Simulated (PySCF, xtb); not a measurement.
Si(Me)(Cl)3 (CH3Cl3Si), SMILES [Si](Cl)(C)(Cl)Cl.

Harmonic wavenumbers (cm⁻¹) from GFN2-xTB in xtb 6.7.1 at its own minimum, in rising order: 103, 121, 121, 176, 176, 188, 401, 500, 501, 749, 842, 842, 1377, 1461, 1461, 3042, 3042, 3047.

Q: What does B3LYP-D3(BJ)/def2-SVP run with PySCF give at its own minimum? (The exact figures need the calculation; the answer reports its results.)

A: 153, 153, 164, 214, 214, 227, 444, 583, 583, 754, 818, 818, 1279, 1424, 1424, 3041, 3144, 3144. Paired by order, the mean absolute difference is 48 cm⁻¹ and the zero-point energies are 25.9 and 26.6 kcal/mol.
